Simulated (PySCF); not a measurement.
## RuSBr: map over both bonds

Computed with PySCF, UPBE, basis Ru def2-SVP with ECP28, S def2-SVP, Br def2-SVP (scalar-relativistic core potentials, no spin–orbit coupling, density fitting).

Rigid scan from the quartet minimum (Ru–Br 2.365 Å, Ru–S 2.082 Å; Br–Ru–S 117.7°). Coordinate: rows scale the first bond (Ru–S), columns the second (Ru–Br). Energies in kJ/mol from the minimum.

**Question.** Give the energy map for rows 0.94, 0.97, 1.00, 1.04, 1.09, 1.15 and columns 0.94, 0.97, 1.00, 1.04, 1.09, 1.15.

**Answer.** 
```csv
scale \ scale,0.94,0.97,1.00,1.04,1.09,1.15
0.94,39.9,26.7,22.3,26.2,41.3,68.1
0.97,21.5,8.9,5.0,9.4,25.1,52.3
1.00,15.5,3.5,0.0,4.9,21.0,48.6
1.04,21.6,10.1,7.2,12.6,29.2,57.2
1.09,44.3,33.5,31.1,37.0,54.1,82.4
1.15,84.5,74.3,72.3,78.7,96.1,124.6
```

**Question.** And the size of the dipole moment (D) on the same grid?

**Answer.** 
| scale \ scale | 0.94 | 0.97 | 1.00 | 1.04 | 1.09 | 1.15 |
| --- | --- | --- | --- | --- | --- | --- |
| 0.94 | 1.24 | 1.39 | 1.58 | 1.86 | 2.23 | 2.69 |
| 0.97 | 1.37 | 1.48 | 1.64 | 1.88 | 2.23 | 2.66 |
| 1.00 | 1.50 | 1.59 | 1.72 | 1.93 | 2.25 | 2.66 |
| 1.04 | 1.69 | 1.74 | 1.84 | 2.02 | 2.30 | 2.67 |
| 1.09 | 1.91 | 1.94 | 2.00 | 2.14 | 2.38 | 2.71 |
| 1.15 | 2.14 | 2.15 | 2.19 | 2.30 | 2.49 | 2.78 |

Open d and f shells are described by one determinant, and the ground state may have another occupation or spin.

Other isomers or separated fragments may lie lower.
